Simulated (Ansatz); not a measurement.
Born–Oppenheimer molecular dynamics of CH4OZn (7 atoms, charge 0, multiplicity 1). It goes on from the last frame of an earlier run, with new velocities.

These are results of RKS BHLYP-D4/def2-mTZVP in Ansatz 0.2.0, not measurements.

- ensemble: NVE (velocity Verlet)
- time step: 1 fs
- steps asked: 100
- starting velocities drawn for: 200 K
- seed: 516047

First frame:

```xyz
7
Properties=species:S:1:pos:R:3
Zn 0.099 -0.117 0.143
C 0.224 0.064 2.009
H -0.612 -0.549 2.169
H 1.239 -0.182 2.528
H 0.045 1.202 2.115
O -0.137 -0.019 -1.580
H -0.998 -0.228 -1.713
```

Problem. How far do the bonds stretch over the last three quarters of this one trajectory? (Pairs bonded in most of those frames.)

Solution. 
```json
{"bond": "Zn1–C2", "mean (Å)": "1.976", "spread (Å)": "0.085", "shortest": "1.80", "longest": "2.06"}
{"bond": "Zn1–O6", "mean (Å)": "1.791", "spread (Å)": "0.026", "shortest": "1.75", "longest": "1.84"}
{"bond": "C2–H3", "mean (Å)": "1.090", "spread (Å)": "0.032", "shortest": "1.03", "longest": "1.15"}
{"bond": "C2–H4", "mean (Å)": "1.094", "spread (Å)": "0.057", "shortest": "1.00", "longest": "1.18"}
{"bond": "C2–H5", "mean (Å)": "1.103", "spread (Å)": "0.074", "shortest": "0.99", "longest": "1.21"}
{"bond": "O6–H7", "mean (Å)": "0.961", "spread (Å)": "0.046", "shortest": "0.89", "longest": "1.03"}
```

Mean temperature of the second half: 707 K. The conserved energy wandered by up to 5.0 meV per atom (net -5.0 meV per atom), which is poor conservation. The kinetic energy rose, since the run started high on the potential surface and went downhill. A run of 0.1 ps of so small a system gives no equilibrium averages.

The run took 10 min on 1 thread of Arm Neoverse N1, with other jobs on the host, peak memory 0.17 GiB.
